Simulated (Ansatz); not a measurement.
Reactions of Cl2FH5N2Si2, SMILES `N[SiH](F)[Si](N)(Cl)Cl`.

Gas-phase electronic energies from Ansatz, PBE0-D4/def2-TZVP geometries. CCSD(T)/CBS adds triple-zeta CCSD(T) − MP2 to the extrapolated MP2 energy (def2 sets, frozen cores). This one scheme is used for every species, atoms too. Functionals use def2-TZVPP. B3LYP here is the variant with VWN-RPA as its local correlation; programs differ in this. No spin–orbit coupling; open shells (•) take unrestricted orbitals. Spin–orbit coupling would lower the free atoms: a little for Cl, F, Si. Bonds to Ge are less sure, by a few kJ/mol each and by 10 to 20 or more in all where they break to atoms, as the def2 sets lack core-valence functions. Scalar relativity is left out up to krypton. Each species was taken in one conformer, which may not be the lowest.

```tsv
reaction	B3LYP-D4 (eV)	HF/CBS(def2) (eV)	B2PLYP (eV)	CCSD/CBS(def2) (eV)	CCSD(T)/CBS(def2) (eV)
`N[SiH](F)[Si](N)(Cl)Cl` → `N[Si](F)(Cl)Cl` + `N[SiH]`	1.63	1.38	1.51	1.59	1.63
`N[SiH](F)[Si](N)(Cl)Cl` + NH₃ → `N[Si](N)(Cl)Cl` + `N[SiH2]F`	-0.78	-1.12	-0.91	-0.90	-0.86
`N[SiH](F)[Si](N)(Cl)Cl` → `N[SiH](F)Cl` + `N[Si]Cl`	1.15	0.91	1.01	1.14	1.17
`N[SiH](F)[Si](N)(Cl)Cl` + H₂ → `N[Si@H](Cl)[Si@@H](N)F` + HCl	0.90	0.70	0.84	0.85	0.89
`N[SiH](F)[Si](N)(Cl)Cl` + HCl → `N[SiH](Cl)[Si](N)(Cl)Cl` + H–F	0.40	0.56	0.45	0.38	0.35
`N[SiH](F)[Si](N)(Cl)Cl` + `N[SiH](Cl)Cl` → `N[Si](Cl)(Cl)[Si](N)(Cl)Cl` + `N[SiH2]F`	-0.04	0.04	0.00	-0.02	-0.03
`N[SiH](F)[Si](N)(Cl)Cl` → 2 Cl• + F• + 5 H• + 2 N• + 2 Si•	44.21	31.31	43.63	43.70	44.46
`N[SiH](F)[Si](N)(Cl)Cl` → `N[SiH](Cl)Cl` + `N[Si]F`	1.30	1.09	1.17	1.29	1.32
`N[SiH](F)[Si](N)(Cl)Cl` + H₂ → `N[SiH](Cl)Cl` + `N[SiH2]F`	-0.19	-0.69	-0.38	-0.35	-0.28
`N[SiH](F)[Si](N)(Cl)Cl` + `[NH2][GeH2][NH2]` → `[NH2][GeH2][NH][SiH](N)F` + `N[SiH](Cl)Cl`	-0.96	-1.19	-1.04	-1.06	-1.04
```

Largest T1 diagnostic: 0.015, for `N[SiH]`.
